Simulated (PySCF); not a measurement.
**Radial density of Pb³⁶⁺ (lead, charge +36)**

M06, [Kr] 4d10, closed-shell 1S. Computed with PySCF 2.14 in an uncontracted even-tempered set (19 s from 3.5 bohr⁻², ratio 2.5; 14 p from 4.6 bohr⁻², ratio 2.5; 9 d from 4.6 bohr⁻², ratio 2.5; 4 f from 24 bohr⁻², ratio 2.7; 3 g from 36 bohr⁻², ratio 2.7), with scalar relativity by spin-free X2C-1e.

```csv
r (bohr),4πr²ρ (e/bohr)
0.0194,101.0
0.0325,127.5
0.0547,153.9
0.0921,122.9
0.155,133.9
0.261,58.72
0.438,52.18
0.737,2.010
1.24,0.001800
```

Densities and radii are taken from the X2C orbitals without a picture-change correction, which distorts them close to the nucleus.

Spin-orbit coupling, which splits the p, d and f shells strongly at this Z, is absent.
